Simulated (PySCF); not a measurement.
Mapped SMILES: `[F:1][C:2]1=[CH:3][C@:4]([F:5])([C:6]([F:7])([F:8])[F:9])[O:10][CH2:11]1`. Hydrogens are named by the atom that carries them. Ha(C11) is pro-R; Hb(C11) is pro-S.

GIAO PBE0/pcSseg-1 shifts (PySCF 2.14.0 with density-fitted response routines, gas phase, non-relativistic, equivalent atoms averaged), each against references optimised in the same way as the molecule (CFCl3, TMS, H2O).

On the GFN2-xTB geometry: F7/F8/F9 -98.5, F5 -118.5, F1 -126.5, C2 178.4, C6 129.4, C4 123.6, C3 106.8, C11 74.9, O10 91.2, H(C3) 5.63, Hb(C11) 5.17, Ha(C11) 4.93 ppm.

Task: What changes on the PBE0-D3(BJ)/def2-SVP geometry?

Result: 
```json
{"atoms": "F7/F8/F9", "δ (ppm)": "-98.1", "change": "+0.4"}
{"atoms": "F5", "δ (ppm)": "-121.2", "change": "-2.7"}
{"atoms": "F1", "δ (ppm)": "-119.1", "change": "+7.4"}
{"atoms": "C2", "δ (ppm)": "176.5", "change": "-1.9"}
{"atoms": "C6", "δ (ppm)": "125.6", "change": "-3.8"}
{"atoms": "C4", "δ (ppm)": "118.7", "change": "-4.9"}
{"atoms": "C3", "δ (ppm)": "102.9", "change": "-3.9"}
{"atoms": "C11", "δ (ppm)": "71.3", "change": "-3.6"}
{"atoms": "O10", "δ (ppm)": "82.0", "change": "-9.2"}
{"atoms": "H(C3)", "δ (ppm)": "5.47", "change": "-0.16"}
{"atoms": "Hb(C11)", "δ (ppm)": "4.75", "change": "-0.42"}
{"atoms": "Ha(C11)", "δ (ppm)": "4.61", "change": "-0.32"}
```

Unscaled 19F shifts against computed CFCl3 carry errors that often reach 10 to 50 ppm.

Bonds between heavy atoms that differ most (equivalent bonds averaged): C4–F5 1.390 → 1.368 Å, O10–C11 1.424 → 1.408 Å, C4–C6 1.547 → 1.537 Å, F1–C2 1.321 → 1.312 Å, C3–C4 1.501 → 1.494 Å. Mean change of bonds to hydrogen: C–H +0.011 Å.
